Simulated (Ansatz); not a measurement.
Cost and result for the atomization energy of `[BH2][Al]([CH3])[CH3]` (12 atoms, 11 bonds).

Z-matrix (Å, degrees):
```
C
Al 1 1.964
H 1 1.097 2 109.6
H 1 1.095 2 111.2 3 117.3
H 1 1.093 2 114.1 3 -120.2
C 2 1.964 1 118.3 3 -74.8
B 2 2.124 1 121.0 3 105.6
H 6 1.094 2 111.9 1 31.4
H 6 1.093 2 113.6 1 154.2
H 6 1.097 2 109.5 1 -86.6
H 7 1.202 2 123.3 1 -88.9
H 7 1.202 2 123.3 1 91.1
```

The species carries charge 0 and has multiplicity 1. The structure was optimised at the PBE0-D4/def2-TZVP level. Program: Ansatz. All runs use 2 threads of an Arm Neoverse V2 on a shared host. Times are those of one run each, without the atoms' runs, and a repeat can differ threefold. Electronic energies, without spin–orbit coupling; frozen cores. CCSD(T)/CBS adds CCSD(T) − MP2 in def2-TZVPP to the MP2 limit, and its time is that of the two runs behind it. T1 = 0.010.

CCSD(T)/CBS is a level of theory with its own doubt, some kJ/mol a heavy atom from the limit and from the frozen cores, so smaller differences don't rank the functionals.

| level | functions | atomization (kJ/mol) | difference from CCSD(T)/CBS | per bond |
| --- | --- | --- | --- | --- |
| r2SCAN-D4/def2-TZVPP (with forces) | 247 | 4144.9 | 26.4 | 2.4 |
| ωB97X-V/def2-TZVPP | 247 | 4135.3 | 16.8 | 1.5 |
| PBE-D4/def2-TZVPP (with forces) | 247 | 4154.5 | 36.0 | 3.3 |
| CCSD(T)/def2-SVP | 100 | 3940.1 | -178.4 | -16.2 |
| r2SCANh-D4/def2-TZVPP | 247 | 4132.5 | 14.0 | 1.3 |
| CCSD(T)/CBS(def2) | – | 4118.5 | 0.0 | 0.0 |
| LDA (SPW92)/def2-TZVPP | 247 | 4588.6 | 470.1 | 42.7 |
| PBE0-D4/def2-TZVPP | 247 | 4129.6 | 11.1 | 1.0 |
| PBE-QIDH/def2-TZVPP | 247 | 4109.9 | -8.6 | -0.8 |
| CCSD(T)/def2-TZVPP | 247 | 4034.2 | -84.3 | -7.7 |
| CAM-B3LYP-D4/def2-TZVPP | 247 | 4147.8 | 29.3 | 2.7 |
| BLYP-D4/def2-TZVPP | 247 | 4094.7 | -23.8 | -2.2 |
| MP2/def2-QZVPP | 481 | 4100.2 | -18.3 | -1.7 |

Order the runs by time, with rough figures. (An estimate is asked.)

Computed: LDA (SPW92)/def2-TZVPP 1.6 s; BLYP-D4/def2-TZVPP 2.9 s; PBE-D4/def2-TZVPP (with forces) 3.2 s; PBE0-D4/def2-TZVPP 3.3 s; CCSD(T)/def2-SVP 3.7 s; CAM-B3LYP-D4/def2-TZVPP 4.5 s; r2SCANh-D4/def2-TZVPP 5.5 s; r2SCAN-D4/def2-TZVPP (with forces) 6 s; PBE-QIDH/def2-TZVPP 7 s; ωB97X-V/def2-TZVPP 11 s; MP2/def2-QZVPP 30 s; CCSD(T)/def2-TZVPP 7.2 min; CCSD(T)/CBS(def2) 7.7 min.

Leaving LDA and LC-ωPBE aside and taking each functional with its dispersion term where it has one, the values, not all of them listed here, spread over 83.3 kJ/mol, from BHLYP-D4 to PBE-D4. LDA lies +451.8 kJ/mol from PBE without D4, its usual overbinding. From BLYP to BHLYP (50 % exact exchange), in def2-TZVPP and without D4, the atomization energy moves by −8.1 kJ/mol: exact exchange takes away binding that semilocal exchange gives to molecules. The D4 term adds +28.2 kJ/mol with B3LYP and +15.1 kJ/mol with PBE0; it sums over pairs of atoms, weighted by their polarisabilities, and B3LYP, whose exchange is more repulsive, gets the larger term.

B3LYP here is the variant with VWN-RPA as its local correlation; programs differ in this.
